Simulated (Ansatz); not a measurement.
Results of the Gaussian-basis code of Ansatz.

A structure relaxed at PBE0-D4/def2-TZVP, charge 0, multiplicity 1:

```xyz
9

F     1.913   -0.109   -0.387
C     0.589    0.390   -0.362
Si   -0.640   -1.030   -0.434
Zn    0.395    1.523    1.245
H     0.463    1.012   -1.258
H    -0.532   -1.879    0.782
H    -1.995   -0.408   -0.461
H    -0.468   -1.894   -1.633
H     0.276    2.396    2.508
```

Task: Give its formula and SMILES.

Result: CH5FSiZn, `F[CH]([SiH3])[ZnH]`.

Task: Summarise the bond lengths by kind.

Result: 1 × C–F 1.416 Å; 1 × C–Si 1.878 Å; 1 × C–Zn 1.976 Å; 1 × C–H 1.098 Å; 3 × H–Si 1.488 to 1.491 Å; 1 × H–Zn 1.539 Å.
